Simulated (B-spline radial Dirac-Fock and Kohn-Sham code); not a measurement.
Energy-loss ionisation edge M2 (3p1/2) of V

System: the free vanadium atom in the configuration [Ar] 3d3 4s2. Method: the first Born approximation with generalised oscillator strengths from a Dirac-Hartree-Slater potential (longitudinal and transverse terms; continuum final states only, so no white lines or fine structure). Computed with a radial finite-basis atomic code. The edge is taken at 49.87 eV (orbital energy of the model).

The run's input, task.json:

```json
{"items": [{
  "Z": 23,
  "q": 0,
  "cfg": [[1, 0, 2], [2, 0, 2], [2, 1, 6], [3, 0, 2], [3, 1, 6], [3, 2, 3], [4, 0, 2]],
  "A": 51,
  "rrms": 3.6002,
  "do": "eels",
  "beams": [[60, 10], [60, 20], [60, 100], [80, 5], [80, 10], [100, 50], [100, 100], [120, 5], [120, 20], [200, 5], [200, 50], [200, 100], [300, 20], [300, 100]]
}]}
```

Run with: `python xray2_run.py task.json out`

Partial cross sections σ(β, Δ) in barn, integrated over a window Δ above the edge and up to the collection semi-angle β, for parallel illumination:

```
E₀ (kV)  β (mrad)  Δ = 25 eV  Δ = 50 eV  Δ = 100 eV  Δ = 200 eV  Δ = 300 eV
     60        10      12100      18300       26800       33000       34900
     60        20      17500      27300       39800       48800       51500
     60       100          ?          ?           ?           ?           ?
     80         5       7540      11300       16600       20400       21500
     80        10      10700      16300       23900       29600       31300
    100        50      15600      25500       39700       51600       55800
    100       100      15700      25600       40000       52300       57100
    120         5       6510       9860       14600       18100       19200
    120        20      12500      19900       29600       36500       38700
    200         5       5640       8610       12800       16000       17000
    200        50      10200      16600       25900       34000       37100
    200       100      10200      16600       26000       34100       37200
    300        20       8250      13400       20800       26700       28500
    300       100       8370      13700       21400       28100       30600
```

Q: Give the row for 60 kV and 100 mrad.

A: 22900 b for 25 eV, 37500 b for 50 eV, 58300 b for 100 eV, 76200 b for 200 eV, 82900 b for 300 eV.
